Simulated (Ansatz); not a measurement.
The cluster ZnTe₂⁻. Total charge -1; quartet. Geometry r2SCAN-D4/def2-TZVPD; atoms count from 1.

```xyz
3

Zn   -0.3627    1.2854   -0.2356
Te    1.7783   -0.2295   -0.0865
Te   -1.4156   -1.0559    0.3221
```

In the def2 sets Te takes a core potential; there is no spin–orbit coupling. At PBE0-D4/def2-TZVPD a doublet of charge -1 lies 1.73 eV below the quartet, each at its own geometry. The structure comes from a short search, and lower isomers may exist.

Question: Estimate the Mulliken populations from the PBE0/def2-TZVPD orbitals of Ansatz.

Answer: 
```tsv
atom	charge (e)	spin (α − β)	d electrons
Zn1	-0.13	0.61	10.05
Te2	-0.43	1.19	–
Te3	-0.43	1.19	–
```
Mulliken values and Mayer orders depend strongly on the basis. With diffuse functions, as here, like atoms can get unlike values, and bond orders can come out too low or too high.

Question: Where does the spin sit?

Answer: Summed by element: Zn 0.61, Te 2.39, of 3 unpaired in all. Largest on single atoms: Te2 1.19, Te3 1.19, Zn1 0.61.

Question: And the Mayer bond orders between bonded heavy atoms (over 0.3)?

Answer: Zn1–Te2 0.93 (2.63 Å); Zn1–Te3 0.93 (2.63 Å); Te2–Te3 0.88 (3.32 Å).
